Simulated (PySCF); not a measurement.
Job for PySCF: R-HF/STO-3G on H4N2Si (SMILES N[Si]N), a point of a torsion scan.

```python
from pyscf import gto, scf, dft, mp
from pyscf.data.elements import chemcore

mol = gto.M(
    atom='''
    N     1.62430323   -0.03358500   -0.08047746
    Si    0.63856508    0.48966933    1.25925768
    N     0.83998278   -0.89542624    2.24936089
    H     1.39437356   -0.88137080   -0.58070717
    H     1.90758016    0.66877889   -0.74662973
    H     1.37765378   -1.70967562    1.98279446
    H     0.36183819   -1.02260732    3.12404709
    ''',
    basis='sto-3g',
    charge=0, spin=0, verbose=3, max_memory=1800)
mf = scf.RHF(mol)
mf.conv_tol = 1e-8
mf.max_cycle = 100
mf.kernel()
if not mf.converged:
    mf = mf.newton().run(mf.mo_coeff, mf.mo_occ)
```

It printed:

```
converged SCF energy = -395.403856303363
```

Self-consistency was reached.

Cost: around 0.21 core-seconds (rough).
